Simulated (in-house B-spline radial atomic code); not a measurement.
Ionisation energies along the 8-electron series, configuration 1s2 2s2 2p1/2(2) 2p3/2(2), as differences of self-consistent energies. Dirac energy differences include first-order Breit, QED and recoil terms. NIST's values go from ground level to ground level; the uncertainty of those that are theory runs from under 0.1 % in few-electron ions to several per cent in heavy many-electron ones. Computed with a radial B-spline atomic code at the basis-set limit: Dirac-Hartree-Fock, jj configuration that fills j = l - 1/2 first, finite nuclei.

A number in brackets counts the electrons of a j subshell.

```tsv
ion	configuration after	ionisation energy (eV)	IE/(q+1)² (eV)	-ε less Coulomb ΔSCF (eV)	Breit and QED recoil part (eV)	tabulated value (eV)	tabulated kind	computed minus tabulated (eV)
Nb33+	[He] 2s2 2p1/2(2) 2p3/2(1)	4363.4	3.7746	2.0797	-2.7749	4369	semi-empirical	-6
Mo34+	[He] 2s2 2p1/2(2) 2p3/2(1)	4611.9	3.7649	2.0804	-3.0152	4618	semi-empirical	-6
Tc35+	[He] 2s2 2p1/2(2) 2p3/2(1)	4867.4	3.7557	2.0811	-3.2697	4874	semi-empirical	-7
Ru36+	[He] 2s2 2p1/2(2) 2p3/2(1)	5129.8	3.7471	2.0818	-3.5376	5136	semi-empirical	-6
Rh37+	[He] 2s2 2p1/2(2) 2p3/2(1)	?	?	?	?	?	semi-empirical	?
Pd38+	[He] 2s2 2p1/2(2) 2p3/2(1)	5675.5	3.7314	2.0834	-4.1171	5683	semi-empirical	-7
Ag39+	[He] 2s2 2p1/2(2) 2p3/2(1)	5958.8	3.7243	2.0842	-4.4295	5966	semi-empirical	-7
Cd40+	[He] 2s2 2p1/2(2) 2p3/2(1)	6249.1	3.7175	2.0849	-4.7566	6257	semi-empirical	-8
In41+	[He] 2s2 2p1/2(2) 2p3/2(1)	6546.4	3.7111	2.0857	-5.1002	6554	semi-empirical	-8
Sn42+	[He] 2s2 2p1/2(2) 2p3/2(1)	6850.7	3.7051	2.0865	-5.4597	6859	semi-empirical	-8
Sb43+	[He] 2s2 2p1/2(2) 2p3/2(1)	7162.0	3.6994	2.0873	-5.836	7167	tabulated theory	-5
Te44+	[He] 2s2 2p1/2(2) 2p3/2(1)	?	?	?	?	?	tabulated theory	?
I45+	[He] 2s2 2p1/2(2) 2p3/2(1)	?	?	?	?	?	tabulated theory	?
Xe46+	[He] 2s2 2p1/2(2) 2p3/2(1)	8138.0	3.684	2.0898	-7.0679	8144	tabulated theory	-6
```

(1) Fill in the row of Rh37+.

(2) Fill in the row of Te44+.

(3) Fill in the row of I45+.

(4) How far is this level of theory from the measured and semi-empirical values?

Results:

(1) ionisation energy (eV): 5399.2; IE/(q+1)² (eV): 3.739; -ε less Coulomb ΔSCF (eV): 2.0826; Breit and QED recoil part (eV): -3.8201; tabulated value (eV): 5406; computed minus tabulated (eV): -7.

(2) ionisation energy (eV): 7480.3; IE/(q+1)² (eV): 3.694; -ε less Coulomb ΔSCF (eV): 2.0882; Breit and QED recoil part (eV): -6.2287; tabulated value (eV): 7485; computed minus tabulated (eV): -5.

(3) ionisation energy (eV): 7805.6; IE/(q+1)² (eV): 3.6889; -ε less Coulomb ΔSCF (eV): 2.089; Breit and QED recoil part (eV): -6.6398; tabulated value (eV): 7811; computed minus tabulated (eV): -5.

(4) Over those 10 rows the differences run from -8.34 to -5.58 eV (mean absolute value 7 eV). The calculation leaves out correlation and, in open shells, the multiplet splittings that an average leaves out.
